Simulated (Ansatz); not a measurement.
Cost and result for the atomization energy of AlBH8SSi2 (13 atoms, 13 bonds).

Cartesian coordinates in Å:
```
B 1.041 1.205 0.703
Si 2.310 -0.151 0.651
Al -0.397 -0.347 0.151
Si -1.957 0.345 -1.600
S -1.017 -2.070 1.358
H 0.945 2.007 -0.179
H 0.184 1.190 1.576
H 2.427 -1.259 1.633
H 3.251 -0.361 -0.477
H -2.435 1.734 -1.347
H -1.274 0.342 -2.925
H -3.147 -0.546 -1.693
H 0.069 -2.090 2.148
```

The species carries charge 0 and has multiplicity 1. The bonds changed during the relaxation, so this is another structure than the one it started from. All single points use the PBE0-D4/def2-TZVP geometry. It is one conformer, not always the lowest. Program: Ansatz. All runs use 4 threads of a server CPU on a shared host. Times are those of one run each, without the atoms' runs, and a repeat can differ threefold. Electronic energies, without spin–orbit coupling; frozen cores. CCSD(T)/CBS adds CCSD(T) − MP2 in def2-TZVPP to the MP2 limit, and its time is that of the two runs behind it. T1 = 0.014. B3LYP takes the VWN-RPA correlation (the form of Gaussian; ORCA's B3LYP/G).

CCSD(T)/CBS is a level of theory with its own doubt, some kJ/mol a heavy atom from the limit and from the frozen cores, so smaller differences don't rank the functionals.

```csv
level,functions,wall time
LDA (SPW92)/def2-TZVPP,311,1.8 s
BLYP-D4/def2-TZVPP,311,3.1 s
BHLYP-D4/def2-TZVPP,311,5.5 s
CCSD(T)/def2-SVP,126,5.5 s
r2SCAN-D4/def2-TZVPP (with forces),311,6.5 s
B3LYP-D4/def2-TZVPP (with forces),311,7 s
r2SCANh-D4/def2-TZVPP,311,7.5 s
B2PLYP/def2-TZVPP,311,7.5 s
ωB97X-V/def2-TZVPP,311,11 s
ωB97M-V/def2-TZVPP (with forces),311,16 s
MP2/def2-QZVPP,577,31 s
CCSD(T)/def2-TZVPP,311,12 min
CCSD(T)/CBS(def2),–,12 min
```

Q: What atomization energy does each give, and how far from CCSD(T)/CBS? (An estimate is asked.)

A: Ansatz gave: 
| level | atomization (kJ/mol) | difference from CCSD(T)/CBS | per bond |
| --- | --- | --- | --- |
| LDA (SPW92)/def2-TZVPP | 4252.4 | 442.4 | 34.0 |
| BLYP-D4/def2-TZVPP | 3758.1 | -51.9 | -4.0 |
| BHLYP-D4/def2-TZVPP | 3752.6 | -57.4 | -4.4 |
| CCSD(T)/def2-SVP | 3563.4 | -246.6 | -19.0 |
| r2SCAN-D4/def2-TZVPP (with forces) | 3846.7 | 36.7 | 2.8 |
| B3LYP-D4/def2-TZVPP (with forces) | 3800.5 | -9.5 | -0.7 |
| r2SCANh-D4/def2-TZVPP | 3831.9 | 21.9 | 1.7 |
| B2PLYP/def2-TZVPP | 3740.5 | -69.5 | -5.3 |
| ωB97X-V/def2-TZVPP | 3840.0 | 30.0 | 2.3 |
| ωB97M-V/def2-TZVPP (with forces) | 3818.8 | 8.8 | 0.7 |
| MP2/def2-QZVPP | 3759.8 | -50.2 | -3.9 |
| CCSD(T)/def2-TZVPP | 3713.1 | -96.9 | -7.5 |
| CCSD(T)/CBS(def2) | 3810.0 | 0.0 | 0.0 |

In def2-TZVPP, CCSD(T) changes the Hartree–Fock value by +855.4 kJ/mol (the triples alone add +51.9 kJ/mol) and MP2 by +845.1 kJ/mol; breaking electron pairs costs correlation energy, which Hartree–Fock lacks. The D4 term adds +56.1 kJ/mol with B3LYP and +30.2 kJ/mol with PBE0; it sums over pairs of atoms, weighted by their polarisabilities, and B3LYP, whose exchange is more repulsive, gets the larger term. From PBE to PBE0 (25 % exact exchange), in def2-TZVPP and without D4, the atomization energy moves by −13.4 kJ/mol: exact exchange takes away binding that semilocal exchange gives to molecules.
